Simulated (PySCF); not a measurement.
Ni (SMILES [Ni]), triplet.

Here is a job for PySCF.
```python
from pyscf import gto, scf, dft

mol = gto.Mole()
mol.atom = '''
    Ni    0.00000000    0.00000000    0.00000000
'''
mol.basis = 'aug-cc-pvdz'
mol.spin = 2
mol.verbose = 5
mol.build()

mf = dft.UKS(mol)
mf.xc = 'b3lyp'
mf = mf.density_fit(auxbasis='def2-universal-jkfit')
mf.kernel()
```

What is the computed <S^2> (DF-B3LYP/aug-cc-pVDZ (PySCF))?

2.000

Give the HOMO energy at the level DF-B3LYP/aug-cc-pVDZ.

-5.27 eV

These values belong to the state on which the SCF converged, which isn't shown to be the lowest.
